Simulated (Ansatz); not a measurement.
Gas-phase electronic energies from Ansatz, PBE0-D4/def2-TZVP geometries. CCSD(T)/CBS is the MP2 limit (def2-TZVPP, def2-QZVPP) plus CCSD(T) − MP2 in def2-TZVPP, frozen cores. Functionals use def2-TZVPP. B3LYP here is the variant with VWN-RPA as its local correlation; programs differ in this. Each species was taken in one conformer, which may not be the lowest.

Consider the ligand exchange at the Si–S bond: `O[SiH](O)S[SiH](O)O` + `O[SiH2]O` → `O[SiH2]O[SiH](O)O` + `O[SiH](O)S`.

Task: Is it downhill or uphill in electronic energy at CCSD(T)/CBS, and by how much? (Estimate.)

Result: Computed: Downhill: ΔE = -0.57 eV.

Task: What do these levels give: PBE, r2SCAN, B3LYP, SCS-MP2/def2-TZVPP, CCSD(T)/def2-TZVPP, HF/CBS(def2)? (Estimate.)

Result: Ansatz gave: PBE -0.41, r2SCAN -0.52, B3LYP -0.63, SCS-MP2/def2-TZVPP -0.62, CCSD(T)/def2-TZVPP -0.60, HF/CBS(def2) -0.89 eV.

Largest T1 diagnostic among the species: 0.012.

In def2-TZVPP, CCSD(T) changes the Hartree–Fock value by +0.26 eV (the triples alone add +0.06 eV) and MP2 by +0.32 eV. The D4 term adds +0.06 eV with B3LYP and +0.03 eV with PBE0; it sums over pairs of atoms, weighted by their polarisabilities, and B3LYP, whose exchange is more repulsive, gets the larger term.
